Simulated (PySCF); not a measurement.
# Polarisability and C₆ of Rh(2+) (rhodium, charge +2)

[Kr] 4d7, high-spin 4F determinant. All numbers are calculated (PySCF 2.14, scalar relativity through the core potential, in aug-cc-pwCVTZ-PP with ECP28MDF (8s8p7d4f3g, 122 functions)). Coupled (time-dependent) response in atomic units; α is the mean over directions.

```
method  mean α (bohr³)  C₆ (like pair)  S(−4)
   M06           7.380           38.80  14.89
```

S(−4) is the Cauchy moment in α(ω) = α(0) + S(−4) ω² + …

Spin-orbit coupling is absent.

α(iu) at M06:

```
u (hartree)  α(iu) (bohr³)
          0          7.380
     0.0500          7.343
      0.100          7.237
      0.200          6.861
      0.300          6.367
      0.500          5.348
      0.750          4.292
       1.00          3.489
       1.50          2.404
       2.00          1.736
       3.00          1.005
       5.00         0.4433
```

A single London oscillator, α(iu) = α/(1 + u²/ω²), gives C₆ = (3/4) ω α². Matching the computed C₆ needs ω = 4 × 38.80 / (3 × 7.380²) = 0.950 hartree.

For an ion, C₆ is the dispersion term alone; charge-induced terms of lower order in 1/R come first.

Energies and moments cover only the electrons outside the core potential.
